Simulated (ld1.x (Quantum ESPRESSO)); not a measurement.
**W (Z = 74), PAW: configuration errors across variants**

ld1.x (Quantum ESPRESSO) 7.5 input, shortened:

```
&input
   title='W', zed=74., rel=1, dft='PBE', iswitch=3,
   config='[Xe] 4f14 5d4 6s2 6p0'
 /
 &inputp
   pseudotype=3, lpaw=.true., tm=.true., lloc=-1, rcloc=2.25,
   nlcc=.true., new_core_ps=.true.,
   which_augfun='PSQ', rmatch_augfun_nc=.true.
 /
8
5S  1  0   2.00   0.00  1.35  1.45  0.0
6S  2  0   2.00   0.00  1.35  1.45  0.0
5P  2  1   6.00   0.00  1.65  1.70  0.0
6P  3  1   0.00   0.00  1.65  1.70  0.0
5D  3  2   4.00   0.00  1.75  2.40  0.0
5D  3  2   0.00   1.15  1.75  2.40  0.0
4F  4  3  14.00   0.00  0.65  0.85  0.0
4F  4  3   0.00   0.75  0.65  0.85  0.0
 &test
   configts(1)='4f14 5s2 5p6 5d4 6s2 6p0'
 /
```

All-electron excitation energies from the reference (eV): (1) 4f14 5s2 5p6 5d4 6s1 6p0 8.883; (2) 4f14 5s2 5p6 5d4 6s0 6p0 24.563; (3) 4f14 5s2 5p6 5d3 6s0 6p0 49.945; (4) 4f13 5s2 5p6 5d4 6s2 6p0 42.796; (5) 4f14 5s2 5p6 5d2 6s0 6p0 87.156; (6) 4f14 5s2 5p6 5d3 6s2 6p1 4.018; (7) 4f14 5s2 5p6 5d4 6s0 6p1 14.336.

Tests that are not counted but printed errors over 1 eV. “all radii but the core radius scaled by about 1.38 (s 2.00, p 2.34, d 3.32, f 1.18 bohr, rcut 1.86/2.28/2.42/0.90); local potential all-electron potential smoothed inside 3.10 bohr (lloc = -1)”: 4f14 5s2 5p6 5d4 6s1 6p0 (solver errors, printed error -9213 eV); 4f14 5s2 5p6 5d4 6s0 6p0 (solver errors, printed error -9013 eV).

4 further variants failed, have other tests or too few solved ones, and are left out.

Errors AE − PS in meV (a dash: test not solved or not reliable):

```tsv
change	(1)	(2)	(3)	(4)	(5)	(6)	(7)	bound ghosts
base	-3.0	-8.0	-10	-40	-17	+3.9	-4.0	none
all radii but the core radius scaled by about 1.12 (s 1.62, p 1.90, d 2.68, f 0.94 bohr, rcut 1.50/1.84/1.96/0.72); local potential all-electron potential smoothed inside 2.52 bohr (lloc = -1)	-2.8	-7.0	-9.0	-377	–	–	–	none
all radii but the core radius scaled by about 1.38 (s 2.00, p 2.34, d 3.32, f 1.18 bohr, rcut 1.86/2.28/2.42/0.90); local potential all-electron potential smoothed inside 3.10 bohr (lloc = -1)	–	–	–	–	–	–	–	none
```

Problem. Give the same row for: all radii but the core radius scaled by about 1.19 (s 1.72, p 2.02, d 2.86, f 1.02 bohr, rcut 1.60/1.96/2.08/0.78); local potential all-electron potential smoothed inside 2.68 bohr (lloc = -1).

Solution. –, –, –, –, –, –, –; bound ghosts: none.
